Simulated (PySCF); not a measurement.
**Computed spin Hamiltonian**

Species: C3H8NOSi2 (doublet state).
Geometry (GFN2-xTB, Å), atoms numbered from 1 in this order:
```xyz
15
C3H8NOSi2 angstrom
C      2.693   -0.161    0.777
N      1.851   -0.987    0.364
Si     0.443   -0.780   -0.611
C     -1.093   -1.061    0.498
C     -1.812    0.231    0.584
Si    -1.166    1.562   -0.528
O      0.126    0.732   -1.138
H      2.679    0.908    0.546
H      3.508   -0.507    1.408
H      0.577   -1.634   -1.777
H     -1.737   -1.813    0.031
H     -0.873   -1.458    1.493
H     -2.604    0.328    1.310
H     -1.985    1.911   -1.688
H     -0.609    2.737    0.148
```

The hyperfine couplings belong to this conformer and change with its torsions.

As a line formula: `C=N[Si@H]1C[CH][SiH2]O1` [radical].

Level of theory: PySCF 2.14.0, UKS B3LYP, pcH-1 on C H N O Si, non-relativistic, mean-field spin-orbit, GIAO. Geometry: GFN2-xTB, one conformer, isolated molecule. A GFN2-xTB geometry isn't a minimum of the functional, and hyperfine couplings can be far from their values at a DFT geometry. No stability test was run, so a lower SCF solution isn't excluded.

| Property | Result |
| --- | --- |
| g1, g2, g3 | 2.00230, 2.00278, 2.00310 |
| g_iso | 2.00273 |
| Form of g | rhombic: the two nearest values differ by 40 % of g3 − g1 |
| ⟨S²⟩ | 0.7536 (exact 0.7500) |
| Total energy | -828.16123 Eh |
| Basis functions | 275 |

Isotropic coupling and dipolar principal values T1 to T3, in MHz:

```csv
atom,isotope,a_iso,of which spin–orbit,T1,T2,T3,Mulliken spin population
C1,13C,0.4,0.0,-0.3,0.0,0.3,0.00
N2,14N,0.8,0.0,-0.1,0.0,0.1,0.00
Si3,29Si,-8.5,0.0,-1.7,0.7,1.1,0.00
C4,13C,-29.7,0.0,-3.4,0.9,2.5,-0.09
C5,13C,80.0,-0.1,-75.0,-74.0,149.0,1.00
Si6,29Si,47.7,-0.1,-2.1,-1.0,3.1,-0.02
O7,17O,0.3,0.0,-1.5,0.5,1.0,0.00
H8,1H,-0.1,0.0,-0.8,-0.7,1.6,0.00
H9,1H,-0.1,0.0,-0.5,-0.5,1.0,0.00
H10,1H,-0.6,0.0,-1.3,-1.2,2.4,0.00
H11,1H,160.6,0.0,-6.0,-3.4,9.4,0.06
H12,1H,86.5,0.0,-5.2,-3.3,8.5,0.03
H13,1H,-56.7,0.0,-35.6,-0.7,36.3,-0.04
H14,1H,49.2,0.0,-3.3,-1.8,5.1,0.03
H15,1H,44.8,0.0,-3.3,-1.9,5.2,0.02
```

Largest spin populations (Mulliken): C5 (+1.00), C4 (-0.09) and H11 (+0.06). No atom but C5 exceeds +0.15. The positive populations add up to 1.15 and the negative ones to -0.15, together 2S = 1. The angles at C5 add up to 359.9°, so it is planar; its axial dipolar tensor and the negative coupling of its proton fit spin in a p orbital normal to that plane.

Axes: g2 points within 8° of the C4–C5 bond.

Under fast tumbling the dipolar parts average out, and these isotropic splittings remain: 1 × 1H (H11, I = 1/2, 2 lines) with 5.73 mT, 1 × 1H (H12, I = 1/2, 2 lines) with 3.09 mT, 1 × 1H (H13, I = 1/2, 2 lines) with 2.02 mT, 1 × 1H (H14, I = 1/2, 2 lines) with 1.76 mT and 1 × 1H (H15, I = 1/2, 2 lines) with 1.60 mT.

The 29Si coupling of Si6 (47.7 MHz) shows only in satellite lines or after enrichment, since that isotope makes up about 4.7 % of natural silicon.

The 13C coupling of C5 (80.0 MHz) shows only in satellite lines or after enrichment, since that isotope makes up about 1.07 % of natural carbon.

Hardware: one thread of an AMD EPYC 7B13, shared host with 96 logical CPUs at a one-minute load of 36. Cost: 63 s of wall time (grids of density and orbitals included), 1.0 GiB resident at most.
